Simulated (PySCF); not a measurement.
# Working out the ionisation energy of Os(2+)

Os(2+) [Xe] 4f14 5d6 (5D) → Os(3+) [Xe] 4f14 5d5 (6S). All numbers are calculated (PySCF 2.14, scalar relativity through the core potential, in def2-SVP with the def2 core potential (60 electrons) (6s3p2d1f, 32 functions)). Frozen: 5s2 5p6. Energies in hartree (1 hartree = 27.21139 eV):

```
             part  Os(2+) (lower)  Os(3+) (upper)
              UHF      -89.003961      -88.088004
MP2 opposite-spin       -0.025909        0.000000
    MP2 same-spin       -0.033001       -0.030108
```

Question: What does Hartree-Fock give?

Answer: (-88.088004) − (-89.003961) = 0.915957 hartree = 24.924 eV.

Question: What do MP2 and SCS-MP2 (6/5 opposite-spin, 1/3 same-spin) give?

Answer: The opposite-spin parts differ by 0.705 eV and the same-spin parts by 0.079 eV. MP2: 24.924 + (0.705) + (0.079) = 25.708 eV. SCS-MP2: 24.924 + 1.2 × (0.705) + (0.079)/3 = 25.796 eV.

Reference: 25 ± 1.6 eV (theoretical estimate listed by NIST; NIST Atomic Spectra Database, ionization energies), between the lowest levels; spin-orbit coupling is absent from the calculation.

A double-zeta basis recovers only part of the correlation energy.

What remains against the reference includes basis incompleteness, the frozen core and correlation beyond second order.
